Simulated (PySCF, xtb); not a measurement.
BrH4InN2, SMILES [NH2][In]([NH2])[Br]. The values are those of a single conformer.

Harmonic wavenumbers (cm⁻¹) from GFN2-xTB run with xtb at its own minimum, in rising order: 79, 97, 101, 135, 179, 237, 414, 462, 591, 622, 634, 690, 1449, 1461, 3350, 3355, 3381, 3386.

Problem. What does PBE-D3(BJ)/def2-SVP (PySCF) give at its own minimum? (An estimate is asked for; the answer gives what the named calculation found.)

Solution. 87, 105, 118, 162, 224, 244, 478, 478, 603, 607, 769, 821, 1471, 1484, 3414, 3415, 3518, 3518. Paired by order, the mean absolute difference is 51 cm⁻¹ and the zero-point energies are 29.5 and 30.8 kcal/mol.
